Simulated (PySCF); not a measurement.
Compound: C₂H₆OSeSi.
Atom-mapped SMILES: `[CH3:1][Se:2][SiH2:3][CH:4]=[O:5]` (hydrogens: H6, H7, H8 on C1; H9, H10 on Si3; H11 on C4)

Method: PBE0-D3(BJ)/def2-SVP geometry optimisation, gas phase in PySCF; density fitting, grid level 1; the optimiser is geomeTRIC in internal coordinates, started from a GFN2-xTB structure with every atom displaced at random (about 0.01 Å).

Step 0: E = -77416.4755 eV
```
atom  x, y, z in Å  |  force x, y, z in eV/Å
C1     -2.3063    0.4389    0.2255   -0.417   1.684  -0.632
Se2    -0.5905    1.3371    0.3565    0.124   0.265   0.110
Si3     0.6411   -0.3437   -0.5183    0.804   0.774   1.056
C4      2.4669    0.3846   -0.4158   -2.445   0.202   0.482
O5      3.3882   -0.1786   -0.8883    1.888  -0.858  -0.802
H6     -2.5226    0.2143   -0.8185   -0.086  -0.211  -0.223
H7     -3.0668    1.1630    0.5789    0.217  -0.268  -0.023
H8     -2.3108   -0.4229    0.8351   -0.109  -1.344   0.859
H9      0.2930   -0.6275   -1.8763   -0.306  -0.346  -1.218
H10     0.5560   -1.5591    0.3095   -0.039  -0.408   0.148
H11     2.5434    1.3568    0.1151    0.369   0.510   0.242
```

Step 1: E = -77416.6186 eV
```
atom  x, y, z in Å  |  force x, y, z in eV/Å
C1     -2.3631    0.4566    0.2237    0.098  -0.406   0.244
Se2    -0.6273    1.3512    0.3812   -0.044   0.030   0.004
Si3     0.6747   -0.2987   -0.4868   -0.003  -0.083  -0.197
C4      2.4888    0.3862   -0.4203    0.281  -0.115  -0.037
O5      3.4151   -0.2220   -0.9012   -0.365   0.150   0.112
H6     -2.5741    0.1918   -0.8188   -0.007   0.012  -0.050
H7     -3.1157    1.1668    0.5810   -0.043   0.095   0.009
H8     -2.3944   -0.4482    0.8628    0.029   0.273  -0.209
H9      0.3331   -0.6271   -1.9132    0.027   0.055   0.139
H10     0.5875   -1.5675    0.3005    0.030   0.019   0.019
H11     2.6671    1.3738    0.0944   -0.004  -0.030  -0.034
```

Question: Estimate the geometry and energy of step 2. (The exact step hangs on the optimiser's Hessian estimate; all steps are aligned on step 1, rigid shifts and turns removed.)

Answer: E = -77416.6227 eV, largest force 0.241 eV/Å
```
atom  x, y, z in Å  |  force x, y, z in eV/Å
C1     -2.3534    0.4472    0.2194   -0.028  -0.060   0.051
Se2    -0.6318    1.3590    0.3904   -0.015   0.010   0.003
Si3     0.6712   -0.2885   -0.4783   -0.028   0.064   0.019
C4      2.4807    0.3940   -0.4120   -0.149  -0.171  -0.081
O5      3.3633   -0.2514   -0.9172    0.115   0.115   0.051
H6     -2.5557    0.1907   -0.8284   -0.009   0.014  -0.003
H7     -3.1133    1.1549    0.5756   -0.006  -0.011  -0.018
H8     -2.3783   -0.4553    0.8462    0.006   0.039  -0.030
H9      0.3284   -0.6120   -1.8976    0.013   0.021   0.021
H10     0.5933   -1.5552    0.3127    0.021   0.009   0.009
H11     2.6872    1.3798    0.0925    0.081  -0.030  -0.023
```

The energy changes by -0.0040 eV. The first-order estimate −F·Δx gives -0.0153 eV and the mean of the old and new forces, exact on a quadratic surface, -0.0041 eV. The step makes an angle of 77° with the force vector and moves no atom by more than 0.062 Å.

The cost below is that of the whole optimisation. The run took 41 s wall on one thread, Arm Neoverse V1 (aarch64), on a shared host, and the process peaked at 0.51 GiB of memory.
